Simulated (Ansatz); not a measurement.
An input meant for CuPH3F⁺, that is Cu(PH3)F with one electron fewer (charge 1, doublet; scaled by 1.12).

```yaml
crystal:
  periodic: [false, false, false]
  atoms:
    - {symbol: Cu, position_ang: [0.000174, 0.008151, -1.622691]}
    - {symbol: P, position_ang: [-0.000063, -0.003587, 0.720599]}
    - {symbol: H, position_ang: [0.893989, -1.055748, 1.491313]}
    - {symbol: H, position_ang: [-1.355052, -0.257708, 1.495062]}
    - {symbol: H, position_ang: [0.460593, 1.290970, 1.503084]}
    - {symbol: F, position_ang: [0.000359, 0.017922, -3.587367]}
basis:
  gaussian: {orbitals: aug-cc-pVDZ, final_grid: {core_spheres: 20, valence_spheres: 16, degree: 47}, nuclear_model: gaussian}
total_charge: 1
magnetization: {spin_polarized: true, initial_magnetization: 1}
hamiltonian: {xc: {name: HF}}
correlation: {method: mp2, frozen_orbitals: {Cu: 9}}
scf: {lower_state_search: off}
output: {forces: true}
```

```sh
$ ansatz run in.yaml --threads 4 --pin off --events-out ev --progress --plain --max-ram 3916MiB
```

Output, abridged:

```
Functional definition: HF
Error: "frozen_orbitals" has no count for P
```

Q: Something in this input is off. What?

A: Frozen orbitals are typed for one element alone, and the program wants a count for each (the count typed has to fit that element's core, too). The input was rejected before any iteration.
